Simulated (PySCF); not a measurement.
The 31-electron isoelectronic series, non-relativistic

Calculated with PySCF 2.14 from differences of total energies of unrestricted determinants, without spin-orbit coupling. Each ion has its own even-tempered basis scaled to its charge (17s12p8d4f4g for the first); frozen: [Ne]. Ionisation energies in eV, correlation energies of the ion in mhartree.

| ion | configuration | UHF | LDA | PBE | PBE0 | r2SCAN | MP2 (outer shells) | E_corr MP2 | NIST (with spin-orbit, Breit and QED) |
| --- | --- | --- | --- | --- | --- | --- | --- | --- | --- |
| Dy(35+) | [Ar] 3d10 4s2 4p1 (2P) | 1451.0 | 1453.8 | 1453.2 | 1453.0 | 1452.9 | 1452.0 | -998.6 | 1520 ± 5 (t) |
| Er(37+) | [Ar] 3d10 4s2 4p1 (2P) | 1597.6 | 1600.5 | 1599.9 | 1599.6 | 1599.5 | 1598.6 | -1001.6 | 1678 ± 4 (t) |
| Yb(39+) | [Ar] 3d10 4s2 4p1 (2P) | 1751.0 | 1754.0 | 1753.4 | 1753.1 | 1752.9 | 1752.0 | -1003.5 | 1845 ± 4 (t) |
| Hf(41+) | [Ar] 3d10 4s2 4p1 (2P) | 1911.3 | 1914.4 | 1913.7 | 1913.4 | 1913.2 | 1912.3 | -1006.8 | 2022 ± 4 (t) |
| Ta(42+) | [Ar] 3d10 4s2 4p1 (2P) | 1994.0 | 1997.2 | 1996.5 | 1996.1 | 1996.0 | 1995.0 | n/a | 2113 ± 4 (t) |
| W(43+) | [Ar] 3d10 4s2 4p1 (2P) | 2078.4 | 2081.6 | 2081.0 | 2080.6 | 2080.5 | 2079.5 | -1010.5 | 2210 ± 1.5 (s) |
| Os(45+) | [Ar] 3d10 4s2 4p1 (2P) | 2252.4 | 2255.7 | 2255.0 | 2254.6 | 2254.5 | 2253.4 | -1012.8 | 2400 ± 4 (t) |
| Pt(47+) | [Ar] 3d10 4s2 4p1 (2P) | 2433.1 | 2436.6 | 2435.9 | 2435.5 | 2435.3 | 2434.2 | -1015.6 | 2603 ± 4 (t) |
| Hg(49+) | [Ar] 3d10 4s2 4p1 (2P) | 2620.7 | 2624.3 | 2623.6 | 2623.1 | 2622.9 | 2621.7 | -1017.0 | 2815 ± 4 (t) |
| Pb(51+) | [Ar] 3d10 4s2 4p1 (2P) | 2815.3 | 2819.0 | 2818.3 | 2817.8 | 2817.5 | 2816.3 | -1020.1 | 3036 ± 4 (t) |

Each ion has its own basis, which adds noise of up to about 0.1 % along the series.

NIST values marked (s) are semi-empirical, (t) theoretical. Open shells are high-spin determinants of the terms that Hund's rules give.

All relativistic terms are absent from the calculated values; where these lie close to NIST, scalar and spin-orbit shifts of opposite sign can cancel.
